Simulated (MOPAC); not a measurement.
MOPAC input (PM3):

```
PM3 1SCF CHARGE=1 GEO-OK AUX(PRECISION=9) THREADS=1
FGe

Ge   -0.00000000 1   -0.00000000 1   -0.38851526 1
F     0.00000000 1    0.00000000 1    1.38138759 1
```

From the last part of the output:

```
                                                       MOPAC v23.2.5 Linux

          FINAL HEAT OF FORMATION =        248.83695 KCAL/MOL =    1041.13380 KJ/MOL

          COSMO AREA              =         83.06 SQUARE ANGSTROMS
          COSMO VOLUME            =         69.35 CUBIC ANGSTROMS

          IONIZATION POTENTIAL    =         16.457657 EV
          HOMO LUMO ENERGIES (EV) =        -16.458-10.756
          NO. OF FILLED LEVELS    =          5
          MOLECULAR WEIGHT        =         91.5884         POINT GROUP:  C*v

          MOLECULAR DIMENSIONS (Angstroms)

            Atom       Atom       Distance
            F     2   Ge     1     1.76990
            F     2   Ge     1     0.00000
           Ge     1    F     2     0.00000

          SCF CALCULATIONS        =          1

   ATOM   CHEMICAL          X               Y               Z
  NUMBER   SYMBOL      (ANGSTROMS)     (ANGSTROMS)     (ANGSTROMS)

     1      Ge         -0.00000000  *  -0.00000000  *  -0.38851526  *
     2       F          0.00000000  *   0.00000000  *   1.38138759  *

                             CARTESIAN COORDINATES

   1   Ge       -0.000000000    -0.000000000    -0.388515260
   2    F        0.000000000     0.000000000     1.381387590

           Empirical Formula: Ge F  =     2 atoms

      MOLECULAR POINT GROUP   :   C*v

                  EIGENVALUES
 -26.77439 -22.43982 -22.37072 -21.61511 -16.45766 -10.75551  -9.20647  -5.55372

              NET ATOMIC CHARGES AND DIPOLE CONTRIBUTIONS

  ATOM NO.   TYPE          CHARGE      No. of ELECS.   s-Pop       p-Pop
    1         Ge           1.057188        2.9428     0.17478     2.76803
    2          F          -0.057188        7.0572     1.61475     5.44243
 DIPOLE           X         Y         Z       TOTAL
 POINT-CHG.     0.000     0.000    -2.250     2.250
 HYBRID        -0.000     0.000    -2.288     2.288
 SUM           -0.000     0.000    -4.538     4.538

          ATOMIC ORBITAL ELECTRON POPULATIONS

     Atom    s        px        py        pz
    1 Ge   0.17478   2.00000   0.19332   0.57471
    2  F   1.61475   2.00000   1.80668   1.63576

 **********************
 *                    *
 * JOB ENDED NORMALLY *
 *                    *
 **********************

 == MOPAC DONE ==
```

The dipole moment of an ion depends on the origin.
